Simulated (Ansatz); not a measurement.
Molecule: SF, charge 0, multiplicity 2. SMILES: F[S]
Structure (B3LYP-D3(BJ)/def2-TZVP (Ansatz, a quantum-chemistry and plane-wave program) minimum search):
```xyz
2

S      0.0000     0.0000    -0.5793
F      0.0000     0.0000     1.0299
```
Charge 0, spin multiplicity 2.

Property: vertical electron affinity (to the singlet state of charge -1; a negative value means that the extra electron is unbound and the number depends on the basis; each state is the SCF solution reached for its spin), in eV. Correlated levels leave the core frozen unless marked. UHF or UKS for open shells. No spin-orbit coupling. No relativistic terms. Anions need diffuse functions: aug- sets have them; def2-D sets add few. Basis-set limits of correlation are two-point, X^-3; Hartree-Fock from the larger set.

```csv
level,program,vertical electron affinity (eV)
SVWN5/def2-TZVPD,Ansatz,2.28
PBE/def2-TZVPD,Ansatz,2.04
B3LYP/def2-TZVPD,Ansatz,2.14
PBE0/def2-TZVPD,Ansatz,2.05
BHLYP/def2-TZVPD,Ansatz,2.00
CAM-B3LYP/def2-TZVPD,Ansatz,2.14
wB97M-V/def2-TZVPD,Ansatz,2.13
wB97X-V/def2-TZVPD,Ansatz,2.09
wB97X/def2-TZVPD,Ansatz,2.09
CCSD/aug-cc-pV(D+d)Z,Ansatz,1.90
CCSD/def2-SVPD,Ansatz,1.94
CCSD/aug-cc-pV(T+d)Z,Ansatz,2.01
"CCSD/CBS(def2-TZVPPD,def2-QZVPPD)",Ansatz,2.12
CCSD(T)/aug-cc-pV(D+d)Z,Ansatz,1.92
CCSD(T)/def2-SVPD,Ansatz,1.97
CCSD(T)/aug-cc-pV(T+d)Z,Ansatz,2.06
CCSD(T)/def2-TZVPPD,Ansatz,2.01
CCSD(T)/aug-cc-pV(Q+d)Z,Ansatz,2.13
CCSD(T)/def2-QZVPPD,Ansatz,2.10
"CCSD(T)/CBS(def2-TZVPPD,def2-QZVPPD)",Ansatz,2.17
"CCSD(T)/CBS(aug-cc-pV(T+d)Z,aug-cc-pV(Q+d)Z)",Ansatz,2.20
```
